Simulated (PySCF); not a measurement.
AlFH4O2SSi, SMILES [OH][Al]([OH])[S][SiH2]F.

The structure is a stationary point at PBE-D3(BJ)/def2-SVP. The structure was generated by enumeration; whether it is a known compound was not checked. The values are those of a single conformer.

All values below come from PBE-D3(BJ)/def2-SVP (PySCF).

Frequencies are harmonic and unscaled.

Computed vibrational spectrum:
| mode | ν (cm⁻¹) | IR (km/mol) | moving atoms (share of kinetic energy) |
|---|---|---|---|
| 1 | 68 | 1.1 | Si 30 %, O 29 %, H 17 %, S 12 %, F 11 % |
| 2 | 110 | 18.3 | O 47 %, F 23 %, S 14 %, H 14 % |
| 3 | 171 | 41.4 | O 57 %, H 23 %, Si 10 % |
| 4 | 204 | 27.9 | O 39 %, Al 18 %, F 17 %, H 14 %, S 11 % |
| 5 | 212 | 5.6 | O 41 %, Al 19 %, S 18 %, F 12 % |
| 6 | 220 | 87.6 | H 69 %, O 14 %, F 8 % |
| 7 | 237 | 2.2 | H 79 % |
| 8 | 300 | 61.9 | Al 46 %, F 15 %, H 15 %, S 11 % |
| 9 | 322 | 27.7 | F 33 %, Al 23 %, Si 14 %, O 11 %, H 10 % |
| 10 | 404 | 62.9 | S 40 %, F 25 %, Al 18 %, O 10 % |
| 11 | 561 | 184.0 | H 47 %, S 22 %, Si 20 %, O 10 % |
| 12 | 580 | 14.3 | H 68 %, S 15 %, Si 14 % |
| 13 | 583 | 45.1 | H 67 %, Si 13 %, S 13 % |
| 14 | 609 | 43.1 | H 73 %, O 18 % |
| 15 | 612 | 137.7 | H 76 %, O 11 % |
| 16 | 650 | 113.3 | F 58 %, Si 31 % |
| 17 | 780 | 138.2 | O 54 %, Al 32 %, H 14 % |
| 18 | 836 | 136.8 | H 84 %, Si 11 % |
| 19 | 916 | 95.7 | Al 49 %, O 43 % |
| 20 | 951 | 156.6 | H 94 % |
| 21 | 2195 | 93.8 | H 98 % |
| 22 | 2210 | 98.7 | H 95 % |
| 23 | 3816 | 76.4 | H 94 % |
| 24 | 3827 | 69.0 | H 94 % |
